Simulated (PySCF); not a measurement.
## Spin-orbit coupling and the second ionisation energy along the third row

Two-component X2C-1e calculated with PySCF 2.14: MP2 on generalised Hartree-Fock spinors (GMP2), with spin-orbit coupling off and on (screened by Boettger's factors); no Breit or QED terms. Values in eV; the references (NIST) lie between the lowest levels. Elements whose determinants are no pure J levels are left out.

| element | configurations | spin-free | with spin-orbit | shift | reference |
| --- | --- | --- | --- | --- | --- |
| Mg (x2c-QZVPPall-2c, [Ne] frozen) | [Ne] 3s1 → [Ne] | 14.745 | 14.745 | 0.000 | 15.035 |
| Al (x2c-QZVPPall-2c, [Ne] frozen) | [Ne] 3s2 → [Ne] 3s1 | 18.350 | 18.350 | 0.000 | 18.829 |
| Si (x2c-QZVPPall-2c, [Ne] frozen) | [Ne] 3s2 3p1 → [Ne] 3s2 | 16.121 | 16.143 | 0.023 | 16.346 |
| Ar (x2c-QZVPPall-2c, [Ne] frozen) | [Ne] 3s2 3p5 → [Ne] 3s2 3p4 | 27.462 | 27.451 | -0.012 | 27.630 |

Task: Estimate the missing row, Cl (x2c-QZVPPall-2c, [Ne] frozen).

Result: The calculation gives spin-free 23.485; with spin-orbit 23.529; shift 0.045. The reference value is 23.814.

What remains against the references is mostly the basis and correlation beyond MP2.
